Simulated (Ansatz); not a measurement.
Basis sets compared for Si32H38, a nanocrystal cut from hexagonal silicon. Charge 0, multiplicity 1. Geometry PBE-D4/def2-SVP. Ansatz on 11 threads of AMD EPYC 7R13 on a shared host and a whole NVIDIA H100 80GB HBM3; times are rough, and most runs start from earlier orbitals.

Cartesian coordinates in Å:
```
Si -3.548 -3.608 -0.118
Si -4.079 -2.115 -1.857
Si -0.687 -2.934 -3.491
Si -2.094 -1.197 -2.719
Si -2.576 0.277 -4.484
Si -0.560 1.154 -5.322
Si -2.505 -2.388 1.602
Si -3.966 -0.686 2.356
Si 0.889 -3.184 0.000
Si 1.337 -2.903 -2.293
Si -0.525 -1.448 0.755
Si -1.038 0.014 -1.006
Si -2.969 1.420 2.022
Si -2.489 1.724 -0.261
Si 2.384 -0.817 -2.595
Si 0.968 0.915 -1.830
Si 0.477 2.379 -3.603
Si -1.461 3.815 -0.584
Si -0.974 4.100 -2.869
Si 2.410 -3.407 3.519
Si 2.894 -3.148 1.229
Si 0.986 -1.660 4.246
Si 0.500 -0.211 2.463
Si -0.945 1.500 3.220
Si 3.935 -1.065 0.893
Si 4.408 -0.767 -1.394
Si 2.516 0.671 1.646
Si 1.997 2.141 -0.110
Si 0.104 3.585 2.937
Si 0.549 3.858 0.642
Si 3.548 1.865 3.385
Si 2.124 3.598 4.149
H -4.789 -4.293 0.402
H -2.610 -4.666 -0.646
H -4.833 -2.819 -2.959
H -4.952 -1.007 -1.323
H -1.377 -4.264 -3.304
H -0.420 -2.754 -4.966
H -3.338 -0.451 -5.565
H -3.443 1.401 -3.972
H 0.331 0.013 -5.751
H -0.811 2.035 -6.522
H -2.149 -3.301 2.753
H -5.271 -0.764 1.601
H -4.262 -0.886 3.822
H 0.188 -4.505 0.218
H 2.260 -4.003 -2.765
H -3.880 2.531 2.492
H -3.771 1.663 -1.058
H 2.652 -0.607 -4.068
H 1.770 2.988 -4.096
H -2.379 4.908 -0.086
H -2.251 4.070 -3.674
H -0.316 5.440 -3.091
H 1.739 -4.740 3.746
H 3.692 -3.386 4.315
H 3.803 -4.254 0.744
H -0.302 -2.234 4.783
H 1.646 -0.882 5.357
H -1.223 1.267 4.688
H 5.215 -1.017 1.695
H 5.319 -1.868 -1.880
H 5.103 0.555 -1.608
H 3.267 2.769 -0.637
H -0.816 4.686 3.408
H 1.239 5.184 0.418
H 3.867 0.923 4.519
H 4.847 2.452 2.889
H 1.833 3.408 5.617
H 2.812 4.930 3.977
```

B3LYP takes the VWN-RPA correlation. Single mean-field runs in 6-31G, def2-SVP, def2-TZVP are fitted with def2-universal-jkfit.

Binding counts from free atoms (Si triplet, H doublet) in the same basis, without a counterpoise term.

| level | functions | energy (Eh) | HOMO (eV) | LUMO (eV) | binding per atom (eV) | wall time |
| --- | --- | --- | --- | --- | --- | --- |
| HF/STO-3G | 326 | -9162.3937 | -5.67 | 8.06 | 3.79 | 2.3 s |
| HF/6-31G | 492 | -9266.6852 | -8.50 | 1.35 | 2.04 | 2.6 s |
| PBE-D4/def2-SVP | 766 | -9279.6198 | -5.79 | -2.40 | 3.38 | 4.3 s |
| B3LYP-D4/6-31G | 492 | -9286.6808 | -6.44 | -1.40 | 3.06 | 3.7 s |
| PBE0-D4/def2-SVP | 766 | -9280.5635 | -6.71 | -1.78 | 3.38 | 5.5 s |

(1) Estimate the rows for PBE-D4/def2-TZVP, B3LYP-D4/def2-TZVP (with forces), PBE0-D4/def2-TZVP (with forces).

Answers

(1) 
```tsv
level	functions	energy (Eh)	HOMO (eV)	LUMO (eV)	binding per atom (eV)	wall time
PBE-D4/def2-TZVP	1412	-9282.7961	-5.78	-2.56	3.37	7.5 s
B3LYP-D4/def2-TZVP (with forces)	1412	-9288.2103	-6.51	-1.94	3.34	15 s
PBE0-D4/def2-TZVP (with forces)	1412	-9283.7055	-6.65	-1.89	3.38	15 s
```
